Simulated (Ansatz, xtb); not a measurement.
Relative energy of two structures of C3H10BN

Structure I: `BC[C@@H](C)N`, a singlet. Structure II: a singlet given by its coordinates. Both are isolated molecules in the gas phase, relaxed with B3LYP/def2-SVP; the shapes shown needn't be the lowest conformers.

I (Å):

| atom | x (Å) | y (Å) | z (Å) |
| --- | --- | --- | --- |
| C | -0.6160 | 1.0671 | 1.1747 |
| C | -0.3973 | -0.2768 | 0.4568 |
| C | -0.1372 | -1.4130 | 1.4599 |
| B | -1.9262 | 1.3012 | 1.9846 |
| N | -1.5126 | -0.5292 | -0.4590 |
| H | -2.8765 | 0.5532 | 1.9370 |
| H | -2.0348 | 2.2947 | 2.6655 |
| H | -0.6811 | 1.8733 | 0.4081 |
| H | 0.2670 | 1.3507 | 1.7773 |
| H | 0.5042 | -0.1786 | -0.1752 |
| H | 0.7422 | -1.2092 | 2.0942 |
| H | -1.0074 | -1.5525 | 2.1253 |
| H | 0.0408 | -2.3676 | 0.9372 |
| H | -2.3561 | -0.7463 | 0.0752 |
| H | -1.3208 | -1.3555 | -1.0264 |

II (Å):

```xyz
15

C    -0.6307    0.5446    0.4366
C    -1.2265    1.9390    0.4399
C    -0.0194    0.1388   -0.8904
B    -1.0611   -0.5364    1.5095
N     0.3209    0.3244    1.5987
H    -0.8617   -1.7078    1.2758
H    -1.8554   -0.2264    2.3693
H    -0.5060    2.7104    0.1062
H    -2.0867    1.9712   -0.2479
H    -1.6054    2.2185    1.4355
H     0.4535   -0.8543   -0.8352
H    -0.8118    0.0716   -1.6530
H     0.7301    0.8678   -1.2541
H     1.2165   -0.1071    1.3819
H     0.4153    1.0879    2.2645
```

Close contacts (Å): C1–C2 1.52, C1–C3 1.52, C1–B4 1.58, C1–N5 1.52, B4–N5 1.63, C2–H8 1.11, C2–H9 1.10, C2–H10 1.10, C3–H11 1.10, C3–H12 1.10, C3–H13 1.11, B4–H6 1.21, B4–H7 1.21, N5–H14 1.02, N5–H15 1.02.

Energies in hartree; the thermal terms are from GFN2-xTB frequencies at re-optimised GFN2-xTB minima (ideal gas, soft modes damped towards free rotors, one conformer each, 298.15 K, 1 atm) and include the zero-point energy:

|  | I | II |
| --- | --- | --- |
| E, CCSD(T)/def2-SVP | −199.168474 | −199.194431 |
| E, MP2/def2-SVP | −199.079848 | −199.107919 |
| E, MP2/def2-TZVPP | −199.456643 | −199.480952 |
| zero-point energy | 0.128517 | 0.131114 |
| H(298 K) − E | 0.136677 | 0.138395 |
| G(298 K) − E | 0.098688 | 0.102462 |

Q: Correct the CCSD(T) difference for the basis set by the MP2 change, then work out ΔE, ΔE₀, ΔH and ΔG for I → II in kcal/mol (1 Eh = 627.51 kcal/mol) and the equilibrium ratio [II]/[I].

A: 1. Differences II − I: CCSD(T) −0.025957, MP2 in the small set −0.028071, MP2 in the large set −0.024309 Eh.
2. ΔE = −0.025957 + (−0.024309 − (−0.028071)) = −0.022195 Eh = −13.93 kcal/mol.
3. ΔE₀ = ΔE + ΔZPE = −0.022195 + (+0.002597) Eh = −12.30 kcal/mol.
4. ΔH = ΔE + (+0.001718) Eh = −12.85 kcal/mol.
5. ΔG = ΔE + (+0.003774) Eh = −11.56 kcal/mol, so ΔS = (ΔH − ΔG)/T = −18.1 J/(mol K).
6. kT = 0.9442 mEh, so K = [II]/[I] = exp(−ΔG/kT) = exp(+19.51) ≈ 3.0 × 10^8.

Structure II is favoured at this temperature. An error of 1 kcal/mol in ΔG would change K by a factor of 5.4. Mirror images and further conformers aren't counted.

Other levels gave ΔE = −14.6 (B3LYP/def2-SVP); −7.9 (HF/def2-SVP); −17.6 (MP2/def2-SVP); −16.3 (CCSD(T)/def2-SVP) kcal/mol. The correlated steps freeze 5 core orbitals. Programs: Ansatz 0.2.0, xtb 6.7.1.
